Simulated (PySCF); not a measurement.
# Spinor energies of As²⁺ (arsenic, charge +2)

Start: [Ar] 3d10 4s2 4p1; 4p3/2 filled at m_j = +3/2. Calculated with PySCF 2.14 in x2c-TZVPall-2c: generalised Hartree-Fock with the X2C-1e Hamiltonian and a Gaussian nucleus; one run each with spin-orbit coupling (SO) screened by Boettger's factors, then bare. This is a chosen level, not necessarily the ground level.

```tsv
spinor shell	electrons	ε, screened SO (eV)	ε, bare SO (eV)	weight of nominal j (bare SO)	rms radius, bare SO (bohr)
1s1/2	2	-11966.5	-11966.4	1.000	0.0524
2s1/2	2	-1594.0	-1594.0	1.000	0.219
2p1/2	2	-1420.6	-1422.3	1.000	0.193
2p3/2	4	-1383.5	-1382.7	1.000	0.197
3s1/2	2	-246.92	-246.93	1.000	0.639
3p1/2	2	-186.67	-186.93	0.999	0.660
3p3/2	4	-181.39	-181.28	1.000	0.670
3d3/2	4	-78.398	-78.599	0.992	0.742
3d5/2	6	-77.639	-77.511	0.994	0.748
4s1/2	2	-37.554	-37.556	0.999	1.98
4p3/2	1	-27.464	-27.457	1.000	2.34
```

```csv
quantity,screened SO,bare SO
E (hartree),-2258.04321,-2258.05590
M_J,3/2,3/2
⟨J²⟩,3.759,3.759
⟨L²⟩,2.009,2.009
⟨S²⟩,0.754,0.755
```

Each row is a mean over spinors that exchange with the open shell spreads, by up to 2.723 eV (4s1/2).
